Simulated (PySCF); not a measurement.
Species: C6H10P (charge +1).
SMILES with atom numbers: `[CH3:1][C:2]#[C:3][PH2+:4][CH:5]1[CH2:6][CH2:7]1` (hydrogens: H8, H9, H10 on C1; H11, H12 on P4; H13 on C5; H14, H15 on C6; H16, H17 on C7)

Geometry (GFN2-xTB, Å), atoms numbered from 1 in this order:
```
atom  x, y, z in Å
C1     3.7837    0.1395   -0.4423
C2     2.4544   -0.2289   -0.0891
C3     1.3262   -0.5529    0.2123
P4    -0.2871   -0.9824    0.6399
C5    -1.4052    0.4172    0.7089
C6    -2.8874    0.1467    0.5988
C7    -2.1725    0.7799   -0.5422
H8     3.9597   -0.0726   -1.4969
H9     4.4976   -0.4255    0.1571
H10    3.9344    1.2043   -0.2644
H11   -0.2570   -1.6418    1.8513
H12   -0.7749   -1.8924   -0.2717
H13   -1.0668    1.2176    1.3589
H14   -3.5451    0.7531    1.2018
H15   -3.2249   -0.8750    0.4927
H16   -2.0121    0.1962   -1.4382
H17   -2.3301    1.8290   -0.7385
```

The calculation used PySCF, TDDFT CAM-B3LYP/def2-SVPD, vertical, gas phase, core orbitals frozen in the response.

Ground-to-excited transition dipoles (e·a0, same axes as the geometry; the sign carries no meaning), for the states with f of 0.002 or more among the lowest 8:

```json
{"state": "S2", "E (hartree)": "0.2174", "μx": "0.128", "μy": "0.039", "μz": "0.037"}
{"state": "S3", "E (hartree)": "0.2179", "μx": "-0.130", "μy": "0.053", "μz": "-0.035"}
{"state": "S4", "E (hartree)": "0.2844", "μx": "-0.868", "μy": "-0.124", "μz": "0.186"}
{"state": "S5", "E (hartree)": "0.2862", "μx": "1.437", "μy": "0.073", "μz": "-0.232"}
{"state": "S6", "E (hartree)": "0.2920", "μx": "-0.268", "μy": "-0.160", "μz": "0.087"}
{"state": "S7", "E (hartree)": "0.2930", "μx": "-0.158", "μy": "-0.025", "μz": "-0.102"}
{"state": "S8", "E (hartree)": "0.2980", "μx": "0.727", "μy": "-0.054", "μz": "-0.045"}
```

Q: Work out the oscillator strengths.

A: f = (2/3) ΔE |μ|² with ΔE in hartree (27.2114 eV).

| state | \|μ\|² (au) | \|μ\| (D) | f |
| --- | --- | --- | --- |
| S2 | 0.019 | 0.35 | 0.003 |
| S3 | 0.021 | 0.37 | 0.003 |
| S4 | 0.803 | 2.28 | 0.152 |
| S5 | 2.124 | 3.70 | 0.405 |
| S6 | 0.105 | 0.82 | 0.020 |
| S7 | 0.036 | 0.48 | 0.007 |
| S8 | 0.534 | 1.86 | 0.106 |

Q: What angle do the transition dipoles of S4 and S8 make?

A: |cos θ| = |μa·μb| / (|μa| |μb|) = 0.97, so θ ≈ 15° (taken between 0 and 90°, since the signs are arbitrary).

Q: How is the summed strength of these states shared among x, y and z?

A: (2/3) Σ ΔE μα² gives 0.666 for x, 0.010 for y and 0.021 for z, 0.697 in all.

Q: What peak molar absorption coefficient would the strongest computed level give as a lone Gaussian band 0.4 eV wide at half height?

A: ε(max) = 2.175×10⁸ f / FWHM, with the width in cm⁻¹. S5: 2.175×10⁸ × 0.4053 / 3226 ≈ 27000 L mol⁻¹ cm⁻¹.

One conformer stands for the species.
